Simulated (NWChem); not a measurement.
Species: CH₃F₃OSi; SMILES C([Si](F)(F)F)O

```xyz
9

O      0.1804     2.3100    -0.0212
C     -0.7985     1.3042    -0.1423
Si    -0.0324    -0.3879    -0.0251
F      0.7962    -0.8144    -1.3275
F     -1.1145    -1.5402     0.2472
F      0.9988    -0.3785     1.2093
H      0.5966     2.2272     0.8443
H     -1.6184     1.3986     0.5988
H     -1.2755     1.4219    -1.1290
```
Atoms are numbered in this order, from 1.

Computed with NWChem. Pople sets run with spherical d functions. Structure relaxed at the PBE0/def2-SVP level. B3LYP is NWChem's, with the RPA form of VWN correlation. Core excitations by TDA in a window of 1s orbitals, non-relativistic and unshifted: absolute energies depend strongly on the exact-exchange share.

Problem. Predict the results for Si K edge, B3LYP/6-311G**. Quantities: first 1s excitation (eV); dipole oscillator strength of the first; first state with f > 0.002 (eV); dipole oscillator strength of that state.

Solution. The first 1s excitation (eV) is 1800.4 and the dipole oscillator strength of the first comes out as 0.0022. The first state with f > 0.002 (eV) is 1800.4 and the dipole oscillator strength of that state is 0.0022.
